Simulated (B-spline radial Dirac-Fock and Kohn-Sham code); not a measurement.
Z = 17 (chlorine), transition energy 1020 keV. Calculated with a radial B-spline solver, using a Dirac-Hartree-Slater potential of the neutral atom with a Latter tail (no hole, which puts coefficients of high multipoles low close above an edge), finite nucleus with surface currents. Subshells that would emit electrons below 1 keV are left out.

Problem. A pure transition shows α(K) = 0.000106, L1/L2 = 170 and L1/L3 = 206. What is its multipolarity?
A. M4
B. M1
C. E1
D. E4
E. M2
F. E2
G. M3
H. E3

Solution. H. For comparison, α(K), L1/L2, L1/L3 are E1 2.24e-05, 661, 239; E2 5.07e-05, 328, 240; E4 0.000214, 99.2, 163; M1 3.64e-05, 445, 430; M2 7.79e-05, 260, 495; M3 0.000160, 170, 365; M4 0.000321, 119, 221.
